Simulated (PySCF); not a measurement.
Species: C6H6NO2P.
SMILES with atom numbers: `[CH3:1][O:2][c:3]1[n:4][cH:5][p:6][cH:7][c:8]1[CH:9]=[O:10]`

Probes without a nucleus sit at each ring's centroid and 1 Å off its mean plane on both sides; NICS is minus the shielding there, NICSzz its component along the normal. Level: GIAO PBE/pcSseg-1 (PySCF, non-relativistic, gas phase) on the PBE0-D3(BJ)/def2-SVP geometry, one conformer.

Ring bond lengths (Å): C3–N4 1.322, N4–C5 1.324, C5–P6 1.751, P6–C7 1.741, C7–C8 1.387, C8–C3 1.418.

Task: Give the NICS values of each ring in ppm.

Result: 
```
             ring                                                     type  NICS(0)  NICS(1), two faces  NICS(1)zz, two faces  rms pucker (Å)  centre to ring atoms, mean (Å)
C3–N4–C5–P6–C7–C8  6-membered ring with N and P; formal bonds all aromatic     -5.6         -8.8 / -8.9         -19.9 / -19.9            0.00                            1.48
```

Task: What can be read from them?

Result: 
- C3–N4–C5–P6–C7–C8: mean NICS(1)zz -19.9 ppm, shielded.

Task: And the bond-length index? HOMA takes Krygowski's 1993 parameters.

Result: 
- C3–N4–C5–P6–C7–C8: HOMA 0.87; the largest term is that of C5–P6, α(R − Ropt)² = 0.34.

Task: What is the mean of the two in-plane components of NICS at the first NICS(1) probe listed for ring C3–N4–C5–P6–C7–C8, 1 Å off the ring?

Result: The isotropic value is a third of the trace: (3 × -8.8 − (-19.9))/2 = -3.3 ppm.

Task: Give the inner angles of the rings.

Result: 
- C3–N4–C5–P6–C7–C8: C3 125.2°, N4 121.8°, C5 129.3°, P6 97.0°, C7 126.0°, C8 120.6°; sum 720.0° against 720° for a flat convex ring.

Task: How shielded are the nuclei of the rings and their hydrogens (means over atoms taken as equivalent)?

Result: 
```tsv
atoms	environment	σ isotropic (ppm)	principal values of the symmetric part, first atom (ppm)
C3	aromatic carbon bearing oxygen	15.5	-30.6, -18.9, 96.0
N4	pyridine-type nitrogen	-63.3	-346.9, -120.1, 276.9
C5	aromatic CH next to a ring nitrogen	-12.5	-180.3, 10.0, 132.6
P6	phosphorus bonded to 2 C	137.8	-85.0, -36.9, 535.3
C7	aromatic CH carbon	11.8	-146.9, -4.2, 186.6
C8	substituted aromatic carbon	61.3	-20.2, 43.9, 160.3
H on C5	aromatic hydrogen	21.12	18.2, 18.5, 26.6
H on C7	aromatic hydrogen	21.54	19.1, 19.2, 26.3
```

Task: How do the values depend on the level or the medium?

Result: 
```csv
level,"NICS(0), C3–N4–C5–P6–C7–C8","mean NICS(1)zz, C3–N4–C5–P6–C7–C8"
"PBE/pcSseg-1, gas",-5.6,-19.9
"PBE0/pcSseg-1, gas",-6.3,-21.5
"PBE0/pcSseg-1, IEF-PCM acetonitrile",-6.0,-20.9
"PBE0/pcSseg-1, IEF-PCM chloroform",-6.0,-21.1
```

The geometry is the same throughout; the continuum's cavity takes Bondi-type radii × 1.2.

The values belong to the conformer `[CH3:1][O:2][c:3]1[n:4][cH:5][p:6][cH:7][c:8]1[CH:9]=[O:10]`: C1–O2–C3–N4 0°, C7–C8–C9–O10 0°.
